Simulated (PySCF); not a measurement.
CH7BSi, SMILES CB[SiH3].

Geometry optimised at PBE0-D3(BJ)/def2-SVP.

All values below come from ωB97X/def2-TZVPD in PySCF.

Computed frontier levels, gap, dipole moment and polarisability:
```
Quantity                                                                                                        Value
---------------------------------------------------------------------------------------------  ----------------------
highest occupied level                                                                                      -10.29 eV
lowest empty level                                                                                            0.41 eV
orbital gap                                                                                                  10.71 eV
dipole moment                                                                                                  1.20 D
quadrupole, principal values (traceless, Buckingham form, about the centre of nuclear charge)  -1.67, -0.34, 2.01 D·Å
mean static polarisability                                                                       58.8 bohr³ (8.72 Å³)
polarisability, principal values                                                               51.0, 56.4, 69.0 bohr³
```
